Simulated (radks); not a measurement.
The numbers below are computed, except where a source is named.
Task: Coherent X-ray form factor from a spherical all-electron density. Code: a radial shooting solver on a logarithmic mesh with Libxc functionals. Model: scalar-relativistic Kohn-Sham, PBE, spin-unpolarised, spherical densities, finite nucleus; Fermi nuclear charge, rms radius of each element as measured or else 0.836 A^(1/3) + 0.57 fm.

sin(theta)/lambda (1/angstrom),f0 (electrons)
0.05,53.090
0.1,50.655
0.15,47.379
0.2,43.935
0.25,40.733
0.3,37.910
0.4,33.236
0.5,29.379
0.6,26.073
0.8,21.069
1,17.882
1.25,15.151
1.5,12.811
2,8.858

The species is in the configuration that NIST lists as its ground one. Which atom or ion scatters so?

Result: The caesium ion Cs+, [Xe]. Extrapolating in s^2 from the first two rows gives f0(0) = 53.9, near the electron count 54; among species with that count, the fall with angle is slower the higher Z, and the table is that of Z = 55; from so few rows the species is fixed only to a neighbour or two.
